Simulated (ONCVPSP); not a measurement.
## carbon (C), ONCV: configuration errors across variants

| Item | Value |
| --- | --- |
| Element | carbon |
| Generator | ONCVPSP 4.0.1 |
| Type | optimised norm-conserving Vanderbilt (ONCV) |
| Functional | PBE |
| Relativity | scalar-relativistic |
| Frozen core | [He] |
| Valence charge | 4 |
| Reference configuration | 2s2 2p2 |
| Partial waves | 2s: rc 1.35 bohr, ncon 5, nbas 9, qcut 4.5 1/bohr, 3 projectors, debl 1 Ha; 2p: rc 2.95 bohr, ncon 3, nbas 6, qcut 4.8 1/bohr, 2 projectors, debl 3.4 Ha; d scattering state at 0.24 Ha: rc 3.25 bohr, ncon 3, nbas 6, qcut 2.5 1/bohr, 1 projector |
| Local potential | polynomial inside 1.05 bohr (lpopt 1, dvloc0 6 Ha) |
| Core correction | polynomial model core, fcfact 0.55 |

All-electron excitation energies from the reference (eV): (1) 2s2 2p1 10.861; (2) 2s2 2p0 35.017; (3) 2s1 2p0 83.211; (4) 2s0 2p4 16.975.

A true bound ghost makes a file unfit for plane-wave use even where its test errors are small: the radial tests pick states by their node count and pass the ghost by.

Errors AE − PS in meV (a dash: test not solved or not reliable):

```tsv
change	(1)	(2)	(3)	(4)	bound ghosts	GHOST(+) flags above zero
base	+155	+1263	+2343	-200	s	d
all radii but the core radius scaled by about 0.86 (s 1.16, p 2.52, d 2.78 bohr); local potential polynomial inside 0.90 bohr (lpopt 1, dvloc0 6 Ha)	+111	+925	+1761	-117	s	d
all radii but the core radius scaled by about 0.93 (s 1.26, p 2.74, d 3.02 bohr); local potential polynomial inside 0.98 bohr (lpopt 1, dvloc0 6 Ha)	+134	+1102	+2065	-158	s	none
all radii but the core radius scaled by about 1.07 (s 1.44, p 3.16, d 3.48 bohr); local potential polynomial inside 1.12 bohr (lpopt 1, dvloc0 6 Ha)	+60	+1412	+2601	-305	none	s
all radii but the core radius scaled by about 1.16 (s 1.56, p 3.42, d 3.78 bohr); local potential polynomial inside 1.22 bohr (lpopt 1, dvloc0 6 Ha)	+260	+1861	+3401	-370	none	s
all radii but the core radius scaled by about 1.23 (s 1.66, p 3.62, d 3.98 bohr); local potential polynomial inside 1.28 bohr (lpopt 1, dvloc0 6 Ha)	+329	+2117	+3864	-446	none	s
all radii but the core radius scaled by about 1.34 (s 1.80, p 3.94, d 4.34 bohr); local potential polynomial inside 1.40 bohr (lpopt 1, dvloc0 6 Ha)	+313	+2645	+4789	–	none	none
```

(1) Give the same row for: all radii but the core radius scaled by about 0.77 (s 1.04, p 2.26, d 2.50 bohr); local potential polynomial inside 0.80 bohr (lpopt 1, dvloc0 6 Ha).

## Answers

(1) +84, +710, +1382, -75; bound ghosts: s; GHOST(+) flags above zero: s, d.
